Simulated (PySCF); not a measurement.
PySCF run on BeO

File input.py (PySCF 2.14):

```python
from pyscf import gto, scf, cc

mol = gto.M(
    atom='Be 0 0 0; O 0 0 1.451',
    basis='cc-pvdz',
    charge=0,
    spin=0,
    verbose=3,
)
mf = scf.RHF(mol)
mf = mf.density_fit(auxbasis='def2-universal-jkfit')
mf.kernel()
mycc = cc.CCSD(mf, frozen=1)
mycc.kernel()
e = mycc.ipccsd(nroots=8)[0]
print('roots (eV) =', (e*27.211386).round(3))
mf.dip_moment()
print('orbital energies (hartree):', mf.mo_energy[..., max(0, mol.nelec[1]-3):mol.nelec[0]+3].round(4))
```

```bash
$ python input.py
```

The log:

```
converged SCF energy = -89.3933749304941
E(RCCSD) = -89.64187205144175  E_corr = -0.2484971209476515
roots (eV) = [ 9.356  9.356 10.747 23.57  23.684 23.684 23.908 24.296]
Dipole moment(X, Y, Z, Debye): -0.00000,  0.00000, -7.39609
orbital energies (hartree): [-0.4386 -0.3696 -0.3696 -0.0647  0.103   0.103 ]
```

In short: E(SCF) = -89.393375 Eh, E(CCSD) − E(SCF) = -0.24850 Eh, μz(SCF) = -7.40 D, ionisation roots 9.356, 9.356, 10.747, 23.570, 23.684, 23.684, 23.908, 24.296 eV.

Wall time 2 s on one thread of a shared host.

At this level a UHF run with spin=2 ends 1.74 eV lower; the true order of the states can differ. Stability towards an unrestricted solution was not tested. The bond length is a typed value, not an optimised one.
